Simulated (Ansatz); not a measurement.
Isolated molecules relaxed with PBE0-D4/def2-TZVP in Ansatz; ΔE leaves out vibrations. CCSD(T)/CBS adds triple-zeta CCSD(T) − MP2 to the extrapolated MP2 energy (def2 sets, frozen cores). Functionals use def2-TZVPP. Each species was taken in one conformer, which may not be the lowest.

Consider the ligand exchange at a B–O bond: `BOC[SiH2]Cl` + `NCS` → `BSCN` + `OC[SiH2]Cl`.

`BOC[SiH2]Cl`:

Cartesian coordinates in Å:
```
B 0.217 -2.095 -0.230
O 0.224 -0.884 -0.810
C 0.677 0.281 -0.129
Si -0.795 1.427 0.139
Cl -0.116 3.116 1.094
H 0.625 -2.227 0.893
H -0.207 -3.000 -0.885
H 1.433 0.772 -0.749
H 1.143 0.021 0.829
H -1.801 0.764 1.002
H -1.400 1.825 -1.153
```

`NCS`:

```xyz
8

N     0.230   -0.229   -1.091
C     0.132    0.454    0.178
S    -1.495    0.266    0.950
H     1.126   -0.041   -1.526
H     0.148   -1.231   -0.970
H     0.234    1.528    0.005
H     0.882    0.173    0.926
H    -1.258   -0.921    1.529
```

`BSCN`:

Cartesian coordinates in Å:
```
B -1.775 -0.361 -0.801
S -0.316 0.465 -1.327
C 0.942 -0.068 -0.121
N 0.703 0.515 1.175
H -2.762 -0.145 -1.433
H -1.750 -1.109 0.128
H 1.900 0.195 -0.588
H 0.890 -1.154 -0.041
H 0.819 1.521 1.150
H 1.350 0.141 1.859
```

`OC[SiH2]Cl`:

Z-matrix (Å, degrees):
```
C
Si 1 1.882
O 1 1.416 2 112.1
H 1 1.100 2 110.1 3 -125.4
H 1 1.095 2 109.0 3 118.1
Cl 2 2.067 1 106.0 3 53.7
H 2 1.484 1 112.1 3 171.6
H 2 1.481 1 112.1 3 -63.0
H 3 0.962 1 108.3 2 -54.5
```

Is it downhill or uphill in electronic energy at CCSD(T)/CBS, and by how much? (An estimate is asked.)

Computed: Uphill: ΔE = +0.42 eV.

What do these levels give: PBE-D4, HF/def2-TZVPP, CCSD/def2-TZVPP, HF/def2-QZVPP, SCS-MP2/def2-QZVPP, MP2/CBS(def2)? (Estimate.)

Computed: PBE-D4 0.31, HF/def2-TZVPP 0.59, CCSD/def2-TZVPP 0.47, HF/def2-QZVPP 0.61, SCS-MP2/def2-QZVPP 0.46, MP2/CBS(def2) 0.39 eV.

Largest T1 diagnostic among the species: 0.013.

In def2-TZVPP, CCSD(T) changes the Hartree–Fock value by −0.15 eV (the triples alone add −0.03 eV) and MP2 by −0.18 eV.
